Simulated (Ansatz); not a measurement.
Relaxation of BCl₃H₂O (7 atoms, charge 0, multiplicity 1), to a largest force component of 0.03 eV/Å in at most 50 steps.

Computed with Ansatz, RHF/cc-pVDZ.

```xyz
7
Properties=species:S:1:pos:R:3:forces:R:3
B 0.132 0.581 -0.505 0.13 0.98 0.41
O 0.007 -0.136 2.000 0.09 1.18 0.28
H -0.840 -0.402 2.332 0.00 -0.02 0.01
Cl 1.557 -0.341 -0.912 -0.01 0.01 0.00
Cl -1.470 0.032 -0.953 -0.01 0.00 0.00
Cl 0.324 2.275 0.146 -0.09 -0.86 -0.57
H 0.092 0.798 2.246 -0.12 -1.29 -0.13
```

Q: Where does it end, and by what steps?

A: The forces met the threshold. The force dipped under the threshold on the way, but the program's further checks kept it going. After 9 steps the energy has fallen by 0.112 eV; H7 moved furthest, 0.44 Å.

```tsv
step	energy less start (eV)	largest force component (eV/Å)	accepted
0	0.0000	1.290	yes
1	-0.0551	1.362	yes
2	0.0641	2.410	no
3	-0.0809	0.879	yes
4	-0.0995	0.592	yes
5	-0.1112	0.027	yes
6	-0.1098	0.149	no
7	-0.1112	0.099	no
8	-0.1116	0.032	yes
9	-0.1116	0.001	yes
```

```xyz
7
Properties=species:S:1:pos:R:3
B 0.142 0.660 -0.594
O -0.031 -0.067 2.025
H -0.848 -0.471 2.284
Cl 1.550 -0.337 -0.899
Cl -1.468 0.038 -0.938
Cl 0.343 2.359 -0.177
H 0.115 0.626 2.653
```

Whether the end is a true minimum wasn't checked by a vibrational analysis.

The run took 35 s on 1 thread of Intel(R) Xeon(R) Platinum 8259CL CPU @ 2.50GHz (Skylake/Cascade Lake), with other jobs on the host, peak memory 0.21 GiB.
